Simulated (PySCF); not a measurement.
H2IInO2, SMILES [OH][In]([I])[OH].

Geometry: B3LYP-D3(BJ)/def2-SVP. The def2 effective core potentials stand for the cores of I, In; spin–orbit coupling is left out. The values are those of a single conformer.

All values below come from B3LYP-D3(BJ)/def2-SVP in PySCF.

Frequencies are harmonic and unscaled.

Computed vibrational spectrum:
```tsv
mode	ν (cm⁻¹)	IR (km/mol)	moving atoms (share of kinetic energy)
1	83	4.9	O 62 %, In 21 %, I 10 %
2	114	13.8	O 57 %, In 36 %
3	122	22.2	O 81 %, H 11 %
4	200	19.8	I 48 %, In 47 %
5	265	189.1	H 93 %
6	283	5.1	H 91 %, O 9 %
7	587	57.0	O 90 %, In 8 %
8	614	72.2	O 82 %, In 17 %
9	814	70.8	H 94 %
10	846	93.1	H 93 %
11	3802	72.8	H 94 %
12	3818	57.8	H 94 %
```
